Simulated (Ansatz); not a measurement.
Ansatz (a first-principles code) input (wB97X-V/def2-TZVPD):

Ansatz 0.2 input:
```yaml
crystal:
  periodic: [false, false, false]
  atoms:
    - {symbol: Si, position_ang: [-0.62022362, 0.07023540, 0.44593495]}
    - {symbol: Cl, position_ang: [-1.68624327, -1.30058802, -0.66140075]}
    - {symbol: Cl, position_ang: [-1.02661056, 1.96263705, -0.25792066]}
    - {symbol: Br, position_ang: [1.56576131, -0.34966083, 0.26815356]}
basis:
  gaussian:
    orbitals: def2-TZVPD
hamiltonian:
  xc: {name: wB97X-V}
magnetization: {spin_polarized: true, initial_magnetization: 1}
output: {forces: true}
```

End of the output:

```
mean field: 1.52 GiB planned
mean field evaluation 1: about -102960.2125 eV, gradient 1.3e1 eV
mean field evaluation 2: about -102960.7417 eV, gradient 1.2e1 eV
mean field evaluation 4: about -102961.4018 eV, gradient 6.8e-1 eV
mean field evaluation 8: about -102961.4150 eV, gradient 4.3e-2 eV
mean field evaluation 16: about -102961.6621 eV, gradient 8.4e-5 eV
mean field -102961.66210667 eV, -3783.7712924990 hartree, gradient 8.4e-5 eV, S^2 0.753286; 0 other end points of the search recorded, 0 dependent functions left out
the calculation of the forces begins
reference -102961.66210407 eV, -3783.7712924035 hartree; 42, 41 occupied and 150, 151 virtual orbitals, 1318 factors
Total energy: -102961.66210407 eV, -3783.7712924035 hartree
Atom 0 at    -0.620224     0.070235     0.445935 Å, force     0.120421     0.010169    -0.279115 eV/Å
Atom 1 at    -1.686243    -1.300588    -0.661401 Å, force     0.182428     0.226609     0.165881 eV/Å
Atom 2 at    -1.026611     1.962637    -0.257921 Å, force     0.073718    -0.311186     0.099386 eV/Å
Atom 3 at     1.565761    -0.349661     0.268154 Å, force    -0.376567     0.074408     0.013847 eV/Å
Dipole moment:    -0.023477    -0.010217     0.121015 e Å
```

It need not be the lowest isomer of its formula.
